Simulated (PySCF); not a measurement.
C3H3Cl2F, SMILES C1C(Cl)([C@@H]1F)Cl.

The structure is a stationary point at B3LYP-D3(BJ)/def2-SVP. The structure was generated by enumeration; whether it is a known compound was not checked.

These are TDDFT-PBE/def2-SVPD run with PySCF values and carry that method's errors.

Vertical excitations. Gas-phase values at a fixed geometry.

```csv
state,energy (eV),λ (nm),f,main pairs
S1,5.68,218,0.002,HOMO→LUMO+1 95 %
S2,5.69,218,0.001,HOMO→LUMO 95 %
S3,6.34,196,0.005,"HOMO−1→LUMO 63 %, HOMO−2→LUMO+1 28 %"
S4,6.44,193,0.010,HOMO−1→LUMO+1 86 %
S5,6.51,191,0.016,"HOMO−2→LUMO+1 67 %, HOMO−1→LUMO 25 %"
S6,6.65,186,0.061,HOMO−2→LUMO 86 %
S7,6.81,182,0.003,"HOMO−3→LUMO+1 61 %, HOMO−3→LUMO 37 %"
S8,6.86,181,0.006,"HOMO−3→LUMO 58 %, HOMO−3→LUMO+1 37 %"
S9,7.06,176,0.046,HOMO→LUMO+2 99 %
S10,7.59,163,0.003,HOMO→LUMO+3 97 %
T1,5.22,237,0,HOMO→LUMO 99 %
T2,5.28,235,0,HOMO→LUMO+1 99 %
T3,5.94,209,0,"HOMO−2→LUMO 76 %, HOMO−1→LUMO+1 12 %"
T4,6.03,206,0,"HOMO−1→LUMO 71 %, HOMO−2→LUMO 14 %, HOMO−2→LUMO+1 12 %"
```
Triplets are in the Tamm–Dancoff approximation, which puts them higher than full response would, so one can lie above its singlet here.
